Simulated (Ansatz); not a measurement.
Coupled-cluster diagnostics for Sn₂O₆H₄, Ansatz.

Geometry of the singlet (r2SCAN-D4/def2-SVP):

| atom | x (Å) | y (Å) | z (Å) |
| --- | --- | --- | --- |
| Sn1 | -0.864 | 1.549 | -0.369 |
| Sn2 | 0.377 | -1.321 | 0.871 |
| O3 | 1.177 | -1.917 | -0.892 |
| O4 | 0.246 | -1.918 | 2.616 |
| O5 | -1.671 | 2.591 | 0.921 |
| O6 | 0.904 | -0.839 | -1.818 |
| O7 | -1.409 | -0.517 | 0.011 |
| O8 | 0.947 | 0.728 | 0.537 |
| H9 | -0.451 | 1.465 | -2.009 |
| H10 | -2.157 | -0.570 | 0.632 |
| H11 | 1.113 | 1.184 | 1.382 |
| H12 | 1.787 | -0.434 | -1.881 |

In the def2 sets Sn takes a core potential; there is no spin–orbit coupling. Correlated methods freeze 14 core orbitals; core or outer-core shells of Sn are correlated, in sets that lack core-valence functions. The structure holds one bond between oxygen atoms, so isomers without such links may lie far lower. Another isomer (singlet) lies 1.81 eV lower at PBE0-D4/def2-TZVP; other spin states weren't run for this one.

Q: Estimate the CCSD(T) correlation energy, the shares of MP2 and (T), T1 and the reference's ⟨S²⟩ for: charge 0, singlet, own geometry in def2-SVP; and the rough time on 4 threads of Arm Neoverse V2 on a shared host.

A: 
| state | basis | correlation (eV) | MP2 share (%) | (T) share (%) | T1 | ⟨S²⟩ (pure) | wall time | remarks |
| --- | --- | --- | --- | --- | --- | --- | --- | --- |
| charge 0, singlet, own geometry | def2-SVP | -39.487 | 95.8 | 3.3 | 0.023 | 0.00 (0.00) | 1.8 min | large T1 |
Customary marks for T1 are 0.02 (closed shells), 0.045 (open shells) and about 0.05 (3d metals). T1 exceeds 0.02 in 1 of 1 rows and 0.045 in 0; the higher it lies, the less the single-reference result can be trusted.
